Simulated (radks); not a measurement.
The numbers below are computed, except where a source is named.
Pr, configuration [Xe] 4f(5/2: 2, 7/2: 0) 6s2 6p(1/2: 1, 3/2: 0) (not the ground configuration).

Code: a radial shooting solver on a logarithmic mesh with Libxc functionals. Model: Dirac Kohn-Sham, BLYP, spin-unpolarised, spherical densities, finite nucleus; Fermi nuclear charge, rms radius 4.8919 fm.

Energy parts (eV):
total: -251509.50
kinetic: 270517.37
electron-nucleus: -613182.71
Hartree: 97060.52
exchange-correlation: -5904.69

Orbitals (lengths in bohr, moments of r in powers of bohr; r(max) is where P^2 peaks; r(90%) holds 90 % of the orbital's charge):
| orbital | occ. | eigenvalue (eV) | r(max) | <r^4> | r(90%) |
|---|---|---|---|---|---|
| 1s1/2 | 2 | -41788.38 | 0.01541 | 1.645e-06 | 0.0435 |
| 2s1/2 | 2 | -6727.740 | 0.08741 | 0.0002690 | 0.159 |
| 2p1/2 | 2 | -6359.568 | 0.06650 | 0.0001687 | 0.142 |
| 2p3/2 | 4 | -5877.188 | 0.07185 | 0.0002121 | 0.150 |
| 3s1/2 | 2 | -1459.216 | 0.2493 | 0.01087 | 0.400 |
| 3p1/2 | 2 | -1302.528 | 0.2361 | 0.01008 | 0.393 |
| 3p3/2 | 4 | -1207.002 | 0.2477 | 0.01198 | 0.411 |
| 3d3/2 | 4 | -933.3081 | 0.1986 | 0.009075 | 0.384 |
| 3d5/2 | 6 | -912.7221 | 0.2019 | 0.009576 | 0.389 |
| 4s1/2 | 2 | -297.4086 | 0.5788 | 0.2765 | 0.893 |
| 4p1/2 | 2 | -238.7092 | 0.5871 | 0.3225 | 0.930 |
| 4p3/2 | 4 | -217.9970 | 0.6117 | 0.3817 | 0.969 |
| 4d3/2 | 4 | -121.4983 | 0.6297 | 0.5809 | 1.08 |
| 4d5/2 | 6 | -117.8442 | 0.6377 | 0.6132 | 1.09 |
| 5s1/2 | 2 | -44.7672 | 1.335 | 8.787 | 2.12 |
| 5p1/2 | 2 | -28.5800 | 1.456 | 14.53 | 2.40 |
| 5p3/2 | 4 | -25.5186 | 1.523 | 17.70 | 2.53 |
| 4f5/2 | 2 | -9.0843 | 0.6752 | 5.286 | 1.76 |
| 4f7/2 | 0 | -8.6904 | 0.6799 | 5.582 | 1.79 |
| 6s1/2 | 2 | -4.7983 | 3.483 | 508.6 | 5.86 |
| 6p1/2 | 1 | -2.0834 | 4.336 | 1545 | 7.73 |
| 6p3/2 | 0 | -1.8308 | 4.570 | 1930 | 8.17 |

The highest occupied level is 6p1/2 at -2.083 eV. The configuration is held as typed, so some empty levels lie below it. The electron density at the nucleus is 4.171e+05 e/bohr^3. The density falls to 0.001 e/bohr^3 at r = 5.66 bohr. Summed over all electrons, <r^2> = 105.9 bohr^2, which gives a Langevin (diamagnetic) susceptibility term of -83.9 x 10^-6 cm^3/mol.
